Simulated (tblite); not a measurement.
A geometry optimisation, step by step.

Compound: C4H10GeO2Si.
Atom-mapped SMILES: `[O:1]=[C:2]1[O:3][CH2:4][C@@H:5]([SiH3:6])[CH2:7][GeH2:8]1` (hydrogens: H9, H10 on C4; H11 on C5; H12, H13, H14 on Si6; H15, H16 on C7; H17, H18 on Ge8)

Computed with GFN2-xTB (tblite), gas phase: L-BFGS steps from a force-field or distance-geometry start until the largest atomic force falls under 0.01 eV/Å. 7 of its 166 geometries are shown.

Step 0: E = -690.8214 eV, largest atomic force 4.662 eV/Å
```
atom  x, y, z in Å  |  force x, y, z in eV/Å
O1     -3.015   -0.528    1.667    3.235   1.357  -1.404
C2     -2.022   -0.052    1.076   -0.853  -0.747   3.324
O3     -0.811    0.240    1.784   -2.459  -1.409  -0.921
C4      0.271    0.773    1.066   -0.668   2.488   3.279
C5      0.717    0.264   -0.192    3.660  -0.212  -2.880
Si6     2.122   -0.962    0.118    1.178  -0.179   0.039
C7     -0.157   -0.256   -1.268   -1.775  -1.268  -0.535
Ge8    -1.956    0.318   -0.798   -0.926   0.493  -1.353
H9      1.132    0.710    1.807   -1.011   0.152  -0.470
H10     0.071    1.871    0.994   -0.125  -0.181  -0.042
H11     1.284    1.112   -0.702   -0.546  -0.413   0.756
H12     3.042   -0.870   -1.038   -0.232  -0.166   0.156
H13     2.842   -0.416    1.294   -0.029  -0.280  -0.240
H14     1.649   -2.313    0.336   -0.099  -0.148   0.026
H15    -0.213   -1.373   -1.274    0.284   0.595  -0.190
H16     0.075    0.089   -2.273    0.402  -0.175   0.067
H17    -3.043   -0.436   -1.585    0.190   0.414   0.359
H18    -1.995    1.835   -1.023   -0.227  -0.320   0.029
```

Step 28: E = -691.9032 eV, largest atomic force 0.096 eV/Å
```
atom  x, y, z in Å  |  force x, y, z in eV/Å
O1     -2.882   -0.601    1.681    0.083  -0.049   0.000
C2     -1.957   -0.086    1.117   -0.016   0.005  -0.055
O3     -0.737   -0.050    1.671   -0.016   0.012   0.030
C4      0.205    0.817    1.065   -0.047  -0.003   0.044
C5      0.870    0.293   -0.213    0.004   0.020   0.030
Si6     2.230   -1.008    0.124    0.016  -0.046   0.020
C7     -0.163   -0.215   -1.232    0.024  -0.001   0.009
Ge8    -1.980    0.474   -0.807   -0.035   0.034  -0.005
H9      0.949    1.006    1.842    0.053  -0.005  -0.031
H10    -0.297    1.772    0.846   -0.014   0.047  -0.017
H11     1.365    1.174   -0.634   -0.006   0.039  -0.035
H12     3.064   -1.055   -1.078   -0.013  -0.038  -0.024
H13     3.030   -0.558    1.262    0.000   0.007   0.021
H14     1.619   -2.310    0.372   -0.014   0.000   0.027
H15    -0.256   -1.303   -1.159   -0.002  -0.029   0.010
H16     0.172   -0.008   -2.246    0.001   0.037  -0.021
H17    -3.076   -0.280   -1.500   -0.019   0.037  -0.035
H18    -2.164    1.946   -1.123    0.000  -0.066   0.030
```

Step 55: E = -691.9440 eV, largest atomic force 0.055 eV/Å
```
atom  x, y, z in Å  |  force x, y, z in eV/Å
O1     -2.643   -0.987    1.575   -0.012   0.036   0.016
C2     -1.844   -0.243    1.079    0.033  -0.015  -0.028
O3     -0.657   -0.028    1.660   -0.001   0.034   0.003
C4      0.211    0.891    1.023    0.006   0.004   0.023
C5      0.877    0.343   -0.243    0.028   0.009   0.013
Si6     2.130   -1.032    0.205   -0.012  -0.019   0.005
C7     -0.152   -0.147   -1.278    0.041   0.011  -0.011
Ge8    -1.980    0.468   -0.788   -0.001   0.023   0.035
H9      0.971    1.131    1.771   -0.016   0.017   0.008
H10    -0.343    1.816    0.793    0.004  -0.035   0.010
H11     1.420    1.193   -0.668   -0.005   0.021   0.010
H12     2.867   -1.368   -1.015   -0.038  -0.017  -0.008
H13     3.053   -0.512    1.216   -0.017   0.011  -0.003
H14     1.371   -2.175    0.699    0.025  -0.042   0.012
H15    -0.206   -1.240   -1.268    0.002   0.008  -0.023
H16     0.164    0.137   -2.281   -0.013   0.004  -0.048
H17    -3.104   -0.206   -1.517    0.018  -0.012  -0.018
H18    -2.145    1.964   -0.974   -0.042  -0.036   0.003
```

Step 82: E = -691.9720 eV, largest atomic force 0.079 eV/Å
```
atom  x, y, z in Å  |  force x, y, z in eV/Å
O1     -2.539   -1.045    1.635   -0.003  -0.017   0.019
C2     -1.774   -0.296    1.095    0.033   0.025   0.005
O3     -0.613    0.028    1.677    0.013   0.014  -0.006
C4      0.228    0.943    0.996    0.014   0.017  -0.002
C5      0.915    0.359   -0.240   -0.006   0.019  -0.025
Si6     2.013   -1.127    0.277   -0.033   0.056  -0.043
C7     -0.093    0.022   -1.360    0.063  -0.019  -0.044
Ge8    -1.968    0.366   -0.778    0.015   0.036  -0.009
H9      0.977    1.235    1.737    0.003   0.007   0.005
H10    -0.346    1.843    0.721   -0.023  -0.028   0.024
H11     1.574    1.158   -0.597   -0.016  -0.022   0.001
H12     2.551   -1.713   -0.954   -0.030   0.000   0.008
H13     3.101   -0.575    1.085   -0.008  -0.021   0.030
H14     1.218   -2.095    1.020   -0.013  -0.036  -0.013
H15    -0.047   -1.042   -1.613    0.012   0.048   0.025
H16     0.160    0.558   -2.277   -0.010  -0.006   0.042
H17    -2.981   -0.430   -1.539   -0.039  -0.043   0.000
H18    -2.386    1.818   -0.895    0.029  -0.030  -0.019
```

Step 110: E = -692.0455 eV, largest atomic force 0.165 eV/Å
```
atom  x, y, z in Å  |  force x, y, z in eV/Å
O1     -2.333   -0.965    1.829    0.057   0.080  -0.043
C2     -1.602   -0.268    1.178    0.063  -0.078   0.064
O3     -0.521    0.283    1.745   -0.013   0.000  -0.028
C4      0.318    1.113    0.954   -0.003   0.061   0.011
C5      0.977    0.403   -0.229    0.031   0.043   0.062
Si6     1.641   -1.314    0.305    0.100   0.113  -0.067
C7      0.024    0.381   -1.428   -0.042  -0.004  -0.049
Ge8    -1.826   -0.004   -0.789   -0.066   0.052  -0.084
H9      1.078    1.474    1.653   -0.046  -0.046   0.001
H10    -0.262    1.981    0.604   -0.004   0.002  -0.017
H11     1.847    1.012   -0.506   -0.021  -0.016  -0.001
H12     1.933   -2.032   -0.939   -0.006  -0.036   0.002
H13     2.883   -1.022    1.024   -0.008  -0.050   0.048
H14     0.700   -2.045    1.133   -0.073  -0.104   0.010
H15     0.366   -0.327   -2.186   -0.038   0.016   0.062
H16     0.024    1.368   -1.899   -0.029  -0.010  -0.030
H17    -2.520   -1.200   -1.382    0.065   0.007   0.048
H18    -2.736    1.170   -1.078    0.035  -0.030   0.010
```

Step 138: E = -692.0840 eV, largest atomic force 0.094 eV/Å
```
atom  x, y, z in Å  |  force x, y, z in eV/Å
O1     -2.332   -0.796    1.914    0.085   0.040  -0.008
C2     -1.556   -0.184    1.229   -0.017  -0.018   0.028
O3     -0.451    0.342    1.772   -0.053   0.002  -0.020
C4      0.381    1.165    0.964   -0.009  -0.010  -0.010
C5      0.996    0.449   -0.233   -0.015  -0.039  -0.033
Si6     1.530   -1.326    0.239    0.025  -0.058  -0.027
C7      0.025    0.456   -1.416   -0.010   0.029  -0.048
Ge8    -1.771   -0.087   -0.757    0.013  -0.046   0.015
H9      1.159    1.508    1.650    0.010  -0.012   0.018
H10    -0.194    2.042    0.632   -0.037   0.034  -0.012
H11     1.888    1.015   -0.521    0.028   0.015   0.013
H12     2.107   -1.891   -0.985    0.019  -0.009   0.012
H13     2.546   -1.203    1.280   -0.016  -0.017   0.059
H14     0.382   -2.138    0.644    0.042   0.015   0.003
H15     0.388   -0.201   -2.210   -0.039   0.023   0.022
H16    -0.031    1.462   -1.842   -0.012   0.022   0.001
H17    -2.198   -1.454   -1.203   -0.021  -0.013  -0.008
H18    -2.876    0.848   -1.169    0.006   0.043  -0.007
```

Step 165: E = -692.1046 eV, largest atomic force 0.008 eV/Å
```
atom  x, y, z in Å  |  force x, y, z in eV/Å
O1     -2.189   -0.952    1.930    0.005  -0.001  -0.003
C2     -1.491   -0.260    1.240   -0.003   0.007  -0.002
O3     -0.394    0.308    1.754    0.001  -0.002   0.002
C4      0.374    1.163    0.920    0.000  -0.003   0.000
C5      0.992    0.438   -0.272    0.002   0.005  -0.001
Si6     1.557   -1.312    0.266    0.001  -0.001  -0.004
C7      0.000    0.404   -1.440    0.000   0.003   0.004
Ge8    -1.808   -0.031   -0.721   -0.001   0.000   0.000
H9      1.151    1.554    1.582   -0.006  -0.002  -0.004
H10    -0.251    2.006    0.585    0.004  -0.004   0.002
H11     1.872    1.014   -0.581    0.000  -0.003  -0.004
H12     2.436   -1.790   -0.805   -0.003   0.001   0.005
H13     2.280   -1.187    1.528   -0.003  -0.001  -0.003
H14     0.398   -2.200    0.374    0.003   0.004  -0.001
H15     0.321   -0.311   -2.199    0.001   0.001   0.008
H16    -0.035    1.385   -1.923    0.001  -0.003   0.000
H17    -2.429   -1.296   -1.239    0.001  -0.003  -0.001
H18    -2.794    1.073   -1.011   -0.001   0.000   0.001
```

**Question.** Summarise the path.

**Answer.** The energy falls by 29.59 kcal/mol from step 0 to step 165; nine tenths of that is first reached at step 87. It rises by more than 0.2 meV at steps 91 and 114. The largest force goes from 4.662 to 0.008 eV/Å. Among the bonds C4–C5 changes most, from 1.428 to 1.526 Å; the atoms move by 0.900 Å rms after alignment.

The cost below is that of the whole relaxation. Hardware: Arm Neoverse N1, one thread (shared host). Cost: 2.4 s wall.
